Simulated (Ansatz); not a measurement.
Basis-set series for `FC(F)(F)C1=CC(C(F)(F)F)=[O+][Al-]([Cl])([Cl])[O]1`. Total charge 0; spin multiplicity 1. Geometry: relaxed with PBE0-D4/def2-TZVP.

```json
{"functional": "PBE0-D4", "basis": "def2-TZVPP", "functions": "543", "energy (Eh)": "-2102.82794", "HOMO (eV)": "-8.91", "LUMO (eV)": "-3.99"}
{"functional": "PBE0-D4", "basis": "def2-QZVPP", "functions": "981", "energy (Eh)": "-2102.90934", "HOMO (eV)": "-8.94", "LUMO (eV)": "-4.03"}
{"functional": "ωB97M-V", "basis": "def2-TZVPP", "functions": "543", "energy (Eh)": "-2103.89601", "HOMO (eV)": "-11.09", "LUMO (eV)": "-1.87"}
{"functional": "ωB97M-V", "basis": "def2-QZVPP", "functions": "981", "energy (Eh)": "-2103.97231", "HOMO (eV)": "-11.13", "LUMO (eV)": "-1.92"}
```

Problem. Give the rows for def2-SVP. (An estimate is asked.)

Solution. Ansatz gave: 
```csv
functional,basis,functions,energy (Eh),HOMO (eV),LUMO (eV)
PBE0-D4,def2-SVP,241,-2101.32009,-8.80,-3.95
ωB97M-V,def2-SVP,241,-2102.37256,-10.95,-1.78
```
